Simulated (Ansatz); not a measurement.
Ideal-gas functions of `[OH][Al]([OH])[Cl]` at 800 K and 1 bar, from an Ansatz frequency run at PBE0-D4/def2-TZVP.

Molar mass 96.45 g/mol, point group C2v (symmetry number 2), electronic degeneracy 1, moments of inertia 77.148, 157.692, 234.841 u Å². Harmonic wavenumbers (cm⁻¹, unscaled): 179, 220, 261, 309, 363, 484, 618, 672, 818, 972, 3968, 3968.

Use S(trans) = R[1.5 ln M + 2.5 ln T − 1.1517]; rotational temperatures θ = 24.2544 K / I; S(rot) = R[ln(√π/σ · √(T³/θAθBθC)) + 1.5]; for each mode x = 1.438777 ν̃/T, S = R[x/(eˣ − 1) − ln(1 − e⁻ˣ)] and H = RT x/(eˣ − 1); 1 cm⁻¹ = 0.0119627 kJ/mol; R = 8.31446 J/(mol·K).

Q: By hand: the entropy, in J/(mol·K).

A: Translation 186.4. Rotation: θ = 0.3144, 0.1538, 0.1033 K, giving 116.9. Vibration, mode by mode: 17.77, 16.08, 14.68, 13.31, 12.01, 9.73, 7.85, 7.23, 5.82, 4.65, 0.05, 0.05, in all 109.2. Electronic 0.0. Sum 412.5 J/(mol·K).

Q: By hand: H − E and G − E in kJ/mol, counted from the electronic energy.

A: Zero-point energy ½ × 12832 × 0.0119627 = 76.8; thermal vibration 42.6; translation, rotation and pV give 4 RT = 26.6. H − E = 146.0 kJ/mol, and G − E = 146.0 − 800 × 412.5/1000 = -184.0 kJ/mol.

Vibration gives 26 % of the entropy. The sum counts one conformer and one mirror image; others add a mixing term.
